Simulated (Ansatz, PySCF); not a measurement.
Stretching the Ge1–H4 bond in FGeH3O (SMILES [OH][GeH2][F]) (multiplicity 1 held, fragments rigid). Energies count from the point at 1.527 Å.
Geometry at that point (charge 0, multiplicity 1):
```json
[
 {"atom": "Ge", "x (Å)": "-0.2275", "y (Å)": "-0.2509", "z (Å)": "0.0266"},
 {"atom": "O", "x (Å)": "1.4557", "y (Å)": "-0.4002", "z (Å)": "-0.5045"},
 {"atom": "F", "x (Å)": "-0.5458", "y (Å)": "1.4465", "z (Å)": "0.3099"},
 {"atom": "H", "x (Å)": "-1.0848", "y (Å)": "-0.6963", "z (Å)": "-1.1554"},
 {"atom": "H", "x (Å)": "-0.4698", "y (Å)": "-0.9323", "z (Å)": "1.3808"},
 {"atom": "H", "x (Å)": "2.0998", "y (Å)": "-0.1604", "z (Å)": "0.1698"}
]
```

R- and RO- levels are restricted; in cc, def2 and unpolarised 6-31G sets they are followed outwards from rest. Unrestricted levels (U-) break spin symmetry where that is lower. Curves can end on different states.

Rows in 3-21G carry no dispersion term and start afresh at each structure; the Pople sets are all-electron and without relativity.

Codes used: Ansatz (Gaussian orbitals); PySCF for 3-21G rows. Each number belongs to the level named beside it.

One of these levels gives 6.946 eV for the energy at R = 4.885 Å. Which one is it?
(A) R-HF/3-21G
(B) R-wB97X-V/cc-pVTZ
(C) U-HF/cc-pVTZ
(D) U-B3LYP/cc-pVTZ

B, R-wB97X-V/cc-pVTZ. The others give 8.107 (R-HF/3-21G), 3.140 (U-HF/cc-pVTZ), 3.873 (U-B3LYP/cc-pVTZ)

Doubts at one or more of the structures used: a restricted determinant that unrestricted orbitals would lower (R-HF/3-21G, R-wB97X-V/cc-pVTZ); a spin-contaminated determinant (U-HF/cc-pVTZ, U-B3LYP/cc-pVTZ).

Ansatz is an electronic-structure program.
